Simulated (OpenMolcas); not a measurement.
**GaBH3ClO (SMILES O[B](Cl)[GaH2]): the HOMO–LUMO gap, rung by rung**

GaBH3ClO: 7 atoms, total charge 0, spin state singlet. As SMILES, `O[B](Cl)[GaH2]`. The shape is that of a PBE0-D4/def2-TZVP optimisation. This is one conformer, not always the lowest.

Quantity: the HOMO–LUMO gap, in eV. The values are calculated.

```
                              level             kind     program  value (eV)
    HF/6-31G* (spherical functions)     Hartree–Fock  OpenMolcas       11.44
   PBE/6-31G* (spherical functions)              GGA  OpenMolcas        3.92
 M06-L/6-31G* (spherical functions)         meta-GGA  OpenMolcas        4.48
r2SCAN/6-31G* (spherical functions)         meta-GGA  OpenMolcas        4.45
M06-2X/6-31G* (spherical functions)  hybrid meta-GGA  OpenMolcas        7.42
  PBE0/6-31G* (spherical functions)    global hybrid  OpenMolcas        5.91
 B3LYP/6-31G* (Cartesian functions)    global hybrid  OpenMolcas        5.42
B2PLYP/6-31G* (spherical functions)    double hybrid  OpenMolcas        7.93
```

All-electron rows without a relativistic Hamiltonian named are non-relativistic. The values span 3.92 to 11.44 eV. Orbital gaps aren't excitation energies, and those of double hybrids come from the SCF part alone; they tend to grow with the share of exact exchange.
